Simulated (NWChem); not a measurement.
System: SiNH₄Cl; SMILES N[SiH2]Cl

The following NWChem deck was run.

```
start job
memory heap 200 mb stack 900 mb global 1100 mb
geometry units angstroms noautosym nocenter noautoz
  Si     0.573183    -0.501757     0.045112
  N     -0.611084    -1.741851     0.139484
  Cl    -0.145806     1.425401    -0.382783
  H      1.500642    -0.836478    -1.056613
  H      1.234899    -0.398528     1.363255
  H     -1.245458    -1.776694     0.929251
  H     -1.066280    -2.072123    -0.703767
end
basis spherical
  * library pcsseg-1
end
dft
  xc kt2
  iterations 150
end
property
  shielding 5 1 2 3 4 6
end
task dft property
```

Excerpt of the output:

```
             Northwest Computational Chemistry Package (NWChem) 7.3.0
             --------------------------------------------------------

                             Geometry "geometry" -> ""
                             -------------------------

 Output coordinates in angstroms (scale by  1.889725989 to convert to a.u.)

  No.       Tag          Charge          X              Y              Z
 ---- ---------------- ---------- -------------- -------------- --------------
    1 Si                  14.0000     0.57318300    -0.50175700     0.04511200
    2 N                    7.0000    -0.61108400    -1.74185100     0.13948400
    3 Cl                  17.0000    -0.14580600     1.42540100    -0.38278300
    4 H                    1.0000     1.50064200    -0.83647800    -1.05661300
    5 H                    1.0000     1.23489900    -0.39852800     1.36325500
    6 H                    1.0000    -1.24545800    -1.77669400     0.92925100
    7 H                    1.0000    -1.06628000    -2.07212300    -0.70376700

 Effective nuclear repulsion energy (a.u.)     148.3553530805

                              NWChem Property Module
                              ----------------------

  itol2e modified to match energy
  convergence criterion.

                                 NWChem DFT Module
                                 -----------------

 Summary of "ao basis" -> "ao basis" (spherical)
 ------------------------------------------------------------------------------
       Tag                 Description            Shells   Functions and Types
 ---------------- ------------------------------  ------  ---------------------
 Si                         pcsseg-1                10       24   4s5p1d
 N                          pcsseg-1                 7       17   3s3p1d
 Cl                         pcsseg-1                10       24   4s5p1d
 H                          pcsseg-1                 3        5   2s1p

  itol2e modified to match energy
  convergence criterion.

            General Information
            -------------------
          SCF calculation type: DFT
          Wavefunction type:  closed shell.
          No. of atoms     :     7
          No. of electrons :    42
           Alpha electrons :    21
            Beta electrons :    21
          Charge           :     0
          Spin multiplicity:     1
          Use of symmetry is: off; symmetry adaption is: off
          Maximum number of iterations: 150
          AO basis - number of functions:    85
                     number of shells:    39
          Convergence on energy requested:  1.00D-07
          Convergence on density requested:  1.00D-05
          Convergence on gradient requested:  5.00D-04

              XC Information
              --------------
                          KT2 Method XC Functional
                        Slater Exchange Functional  1.072 local
                           KT1 gradient correction  1.000 non-local
            Perdew 1991 LDA Correlation Functional  0.577 local

             Grid Information
             ----------------
          Grid used for XC integration:  fine
          Radial quadrature: Mura-Knowles
          Angular quadrature: Lebedev.
          Tag              B.-S. Rad. Rad. Pts. Rad. Cut. Ang. Pts.
          ---              ---------- --------- --------- ---------
          Si                  1.10      123           9.0       770
          N                   0.65       70          10.0       590
          Cl                  1.00      123          11.0       770
          H                   0.35       60          11.0       590
          Grid pruning is: on
          Number of quadrature shells:   556
          Spatial weights used:  Erf1

      Superposition of Atomic Density Guess
      -------------------------------------

 Sum of atomic energies:        -804.53433086

      Non-variational initial energy
      ------------------------------

 Total energy =    -805.567841
 1-e energy   =   -1405.839526
 2-e energy   =     451.916332
 HOMO         =      -0.372176
 LUMO         =       0.048986

   convergence    iter        energy       DeltaE   RMS-Dens  Diis-err
 ---------------- ----- ----------------- --------- --------- ---------
 d= 0,ls=0.0,diis     1   -813.6210641902 -9.62D+02  1.21D-02  1.04D+00
 d= 0,ls=0.0,diis     2   -813.5911883226  2.99D-02  9.65D-03  7.46D-01
 d= 0,ls=0.0,diis     3   -813.6542142833 -6.30D-02  3.14D-03  2.20D-01
 d= 0,ls=0.0,diis     4   -813.6780469734 -2.38D-02  9.99D-04  8.27D-03
 d= 0,ls=0.0,diis     5   -813.6789693003 -9.22D-04  3.17D-04  8.79D-04
  Resetting Diis
 d= 0,ls=0.0,diis     6   -813.6790771284 -1.08D-04  7.19D-05  2.83D-05
 d= 0,ls=0.0,diis     7   -813.6790811888 -4.06D-06  2.00D-05  1.01D-06
 d= 0,ls=0.0,diis     8   -813.6790811789  9.93D-09  1.10D-05  1.05D-06
 d= 0,ls=0.0,diis     9   -813.6790813130 -1.34D-07  9.73D-07  9.17D-09
 d= 0,ls=0.0,diis    10   -813.6790813138 -7.93D-10  2.78D-07  6.93D-10

         Total DFT energy =     -813.679081313752
      One electron energy =    -1410.191834699223
           Coulomb energy =      512.729684654528
    Exchange-Corr. energy =      -64.572284349512
 Nuclear repulsion energy =      148.355353080455

 Numeric. integr. density =       41.999999681708

                       DFT Final Molecular Orbital Analysis
                       ------------------------------------

 Vector   19  Occ=2.000000D+00  E=-2.853448D-01
              MO Center= -8.9D-02,  9.7D-01, -2.9D-01, r^2= 2.4D+00
   Bfn.  Coefficient  Atom+Function         Bfn.  Coefficient  Atom+Function
  ----- ------------  ---------------      ----- ------------  ---------------
    55      0.517268  3 Cl px                58      0.443810  3 Cl px
    27      0.142149  2 N  s                 46     -0.135734  3 Cl px
    49     -0.133603  3 Cl px                34      0.126869  2 N  px
    31      0.109387  2 N  px                66     -0.101474  4 H  s
    71     -0.101516  5 H  s                  4     -0.077929  1 Si s

 Vector   20  Occ=2.000000D+00  E=-2.713540D-01
              MO Center=  1.7D-01,  9.3D-01, -2.6D-01, r^2= 2.6D+00
   Bfn.  Coefficient  Atom+Function         Bfn.  Coefficient  Atom+Function
  ----- ------------  ---------------      ----- ------------  ---------------
    57      0.500950  3 Cl pz                60      0.435363  3 Cl pz
    66      0.194911  4 H  s                 71     -0.194859  5 H  s
    67      0.167381  4 H  s                 72     -0.167369  5 H  s
    48     -0.131445  3 Cl pz                51     -0.129591  3 Cl pz
    16     -0.127094  1 Si pz                56      0.090685  3 Cl py

 Vector   21  Occ=2.000000D+00  E=-2.462831D-01
              MO Center= -4.4D-01, -1.2D+00,  6.8D-02, r^2= 2.6D+00
   Bfn.  Coefficient  Atom+Function         Bfn.  Coefficient  Atom+Function
  ----- ------------  ---------------      ----- ------------  ---------------
    35      0.368524  2 N  py                32      0.322040  2 N  py
    34     -0.235175  2 N  px                56      0.221382  3 Cl py
    31     -0.215510  2 N  px                59      0.207206  3 Cl py
    29      0.163653  2 N  py                55      0.116283  3 Cl px
    28     -0.108731  2 N  px                18      0.107928  1 Si py

 Vector   22  Occ=0.000000D+00  E=-1.354740D-02
              MO Center= -2.6D-01, -9.4D-01,  3.4D-02, r^2= 4.8D+00
   Bfn.  Coefficient  Atom+Function         Bfn.  Coefficient  Atom+Function
  ----- ------------  ---------------      ----- ------------  ---------------
    27      0.995716  2 N  s                 17      0.893126  1 Si px
    77     -0.378655  6 H  s                 82     -0.378590  7 H  s
    67     -0.335979  4 H  s                 72     -0.335886  5 H  s
    14      0.257110  1 Si px                18      0.224469  1 Si py
    26      0.200775  2 N  s                 59     -0.193606  3 Cl py

 Vector   23  Occ=0.000000D+00  E=-1.367058D-04
              MO Center=  5.8D-01, -2.5D-01,  8.8D-05, r^2= 4.2D+00
   Bfn.  Coefficient  Atom+Function         Bfn.  Coefficient  Atom+Function
  ----- ------------  ---------------      ----- ------------  ---------------
    18      1.002616  1 Si py                45     -0.712818  3 Cl s
     4      0.648660  1 Si s                 59      0.538396  3 Cl py
     3      0.404865  1 Si s                 15      0.387499  1 Si py
    27      0.261944  2 N  s                 58     -0.243928  3 Cl px
    35     -0.222162  2 N  py                67     -0.221222  4 H  s

 Vector   24  Occ=0.000000D+00  E= 3.854073D-02
              MO Center=  7.9D-01, -8.4D-01,  1.3D-01, r^2= 5.1D+00
   Bfn.  Coefficient  Atom+Function         Bfn.  Coefficient  Atom+Function
  ----- ------------  ---------------      ----- ------------  ---------------
     4      1.337009  1 Si s                 67     -1.268611  4 H  s
    72     -1.274033  5 H  s                 17      1.031255  1 Si px
     3      0.650674  1 Si s                 27     -0.507113  2 N  s
    82      0.399707  7 H  s                 77      0.397586  6 H  s
    18     -0.289010  1 Si py                 2     -0.284127  1 Si s

     Multipole analysis of the density
     ---------------------------------

     L   x y z        total         alpha         beta         nuclear
     -   - - -        -----         -----         ----         -------
     0   0 0 0     -0.000000    -21.000000    -21.000000     42.000000

     1   1 0 0     -0.310584     -1.754071     -1.754071      3.197558
     1   0 1 0     -0.822553     -0.345551     -0.345551     -0.131451
     1   0 0 1      0.114909      4.183888      4.183888     -8.252866

     2   2 0 0    -23.267754    -36.702638    -36.702638     50.137523
     2   1 1 0      2.226998     -3.468644     -3.468644      9.164286
     2   1 0 1     -0.281802     -0.864234     -0.864234      1.446666
     2   0 2 0    -26.168923   -133.807624   -133.807624    241.446325
     2   0 1 1      0.843882     20.322247     20.322247    -39.800613
     2   0 0 2    -23.996382    -24.477741    -24.477741     24.959099

          -----------------------------------------
          Chemical Shielding Tensors (GIAO, in ppm)
          -----------------------------------------

                                NWChem CPHF Module
                                ------------------

  scftype          =     RHF
  nclosed          =       21
  nopen            =        0
  variables        =     1344
  # of vectors     =        3
  tolerance        = 0.10D-03
  level shift      = 0.00D+00
  max iterations   =       50
  max subspace     =       30

 SCF residual:    4.2526014986337652E-006

Iterative solution of linear equations
  No. of variables     1344
  No. of equations        3
  Maximum subspace       30
        Iterations       50
       Convergence  1.0D-04

   iter   nsub   residual    time
   ----  ------  --------  ---------
     1      3    1.75D-06      28.4

      Atom:    1  Si
        Diamagnetic
    881.0235     -0.4121      0.3961
     -0.4121    888.8074     -1.9840
      0.3961     -1.9840    878.5010

        Paramagnetic
   -462.7270      4.2041      8.8921
      4.2041   -492.8542     -9.9783
      8.8921     -9.9783   -547.7901

        Total Shielding Tensor
    418.2965      3.7920      9.2882
      3.7920    395.9531    -11.9623
      9.2882    -11.9623    330.7109

           isotropic =     381.6535
          anisotropy =      56.8614

          Principal Components and Axis System
                 1           2           3
              419.5611    397.8732    327.5262

      1         0.9895     -0.0963     -0.1075
      2         0.1143      0.9776      0.1770
      3         0.0881     -0.1874      0.9783

      Atom:    2  N
        Diamagnetic
    319.7193     14.8573     -2.7899
     14.8573    317.3151      2.2334
     -2.7899      2.2334    319.9407

        Paramagnetic
    -83.5183     -7.3104      4.6197
     -7.3104    -87.2619     -5.5530
      4.6197     -5.5530   -111.9932

        Total Shielding Tensor
    236.2010      7.5468      1.8298
      7.5468    230.0532     -3.3196
      1.8298     -3.3196    207.9474

           isotropic =     224.7339
          anisotropy =      24.8183

          Principal Components and Axis System
                 1           2           3
              241.2794    225.7775    207.1448

      1         0.8284     -0.5496     -0.1076
      2         0.5600      0.8093      0.1772
      3        -0.0103     -0.2071      0.9783

      Atom:    3  Cl
        Diamagnetic
   1148.7431     -1.9962      0.5050
     -1.9962   1155.8121     -1.7358
      0.5050     -1.7358   1147.8060

        Paramagnetic
   -262.3952     20.9719     19.4892
     20.9719   -172.3627    -52.3655
     19.4892    -52.3655   -462.7646

        Total Shielding Tensor
    886.3479     18.9757     19.9942
     18.9757    983.4494    -54.1012
     19.9942    -54.1012    685.0414

           isotropic =     851.6129
          anisotropy =     215.2611

          Principal Components and Axis System
                 1           2           3
              995.1203    886.6662    673.0523

      1         0.1407      0.9842     -0.1075
      2         0.9768     -0.1204      0.1771
      3        -0.1614      0.1299      0.9783

      Atom:    4  H
        Diamagnetic
     30.2275     -3.0721     -7.5608
     -3.0721     25.8249      2.6168
     -7.5608      2.6168     29.6999

        Paramagnetic
     -2.7479      0.9143      3.3045
      0.9143     -0.0214     -1.6209
      3.3045     -1.6209     -5.0807

        Total Shielding Tensor
     27.4796     -2.1577     -4.2563
     -2.1577     25.8034      0.9959
     -4.2563      0.9959     24.6191

           isotropic =      25.9674
          anisotropy =       8.2972

          Principal Components and Axis System
                 1           2           3
               31.4989     24.8991     21.5042

      1         0.7609      0.2357      0.6045
      2        -0.3802      0.9169      0.1210
      3        -0.5258     -0.3219      0.7873

      Atom:    5  H
        Diamagnetic
     32.0681      4.3751     -9.9605
      4.3751     25.5449     -1.9059
     -9.9605     -1.9059     34.6028

        Paramagnetic
     -1.2132     -1.5644      2.7760
     -1.5644      0.7492      0.3178
      2.7760      0.3178     -1.7444

        Total Shielding Tensor
     30.8549      2.8107     -7.1845
      2.8107     26.2941     -1.5881
     -7.1845     -1.5881     32.8584

           isotropic =      30.0024
          anisotropy =      14.6967

          Principal Components and Axis System
                 1           2           3
               39.8002     26.2697     23.9375

      1        -0.6520      0.2735      0.7072
      2        -0.2210      0.8236     -0.5223
      3         0.7253      0.4968      0.4765
```

Level: KT2/pcSseg-1, GIAO. The geometry was optimised at B3LYP/6-31G* (spherical d). The output numbers the shielded atoms by their place in the input's list. The printed shielding anisotropy is the first printed principal value minus the mean of the other two.
